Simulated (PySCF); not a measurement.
**Heteronuclear NMR**

Geometry:
| atom | x (Å) | y (Å) | z (Å) |
| --- | --- | --- | --- |
| O1 | 2.090 | -1.383 | 0.597 |
| C2 | 1.552 | -0.439 | 0.077 |
| O3 | 2.235 | 0.504 | -0.598 |
| C4 | 0.116 | -0.173 | 0.093 |
| C5 | -0.618 | 0.901 | -0.504 |
| C6 | -1.912 | 0.677 | -0.192 |
| O7 | -2.031 | -0.454 | 0.555 |
| C8 | -0.802 | -0.956 | 0.719 |
| H9 | 3.166 | 0.244 | -0.557 |
| H10 | -0.217 | 1.716 | -1.083 |
| H11 | -2.830 | 1.196 | -0.408 |
| H12 | -0.710 | -1.863 | 1.293 |

PySCF 2.14 calculation with structure optimised with PBE0-D3(BJ)/def2-TZVP and NMR shieldings at B97-2/pcSseg-2/GIAO; non-relativistic, gas phase, a single conformation.

Task: Where does ¹⁷O resonate?

Result: 
```csv
atoms,environment,σ (ppm),δ (ppm)
O1,carbonyl oxygen,-58.1,329.1
O7,aromatic ring oxygen,21.9,253.3
O3,acid hydroxyl oxygen,126.7,154.1
```

Shieldings were converted by a linear fit to measured shifts: ¹⁷O: δ = 274.03 − 0.947σ (rms 12.2 ppm, 99 shifts vs liquid water, solution or neat liquid). Occasional misses reach two or three times the rms, and more in compound classes unlike the fitted ones.

On a 500 MHz spectrometer ¹⁷O resonates near 67.8 MHz, so 1 ppm is 67.8 Hz.

In solution the two oxygens of a carboxylic acid exchange roles by proton transfer and give one 17O line. Hydrogen bonding in solution shields acid and N–H amide carbonyl oxygens by tens of ppm.
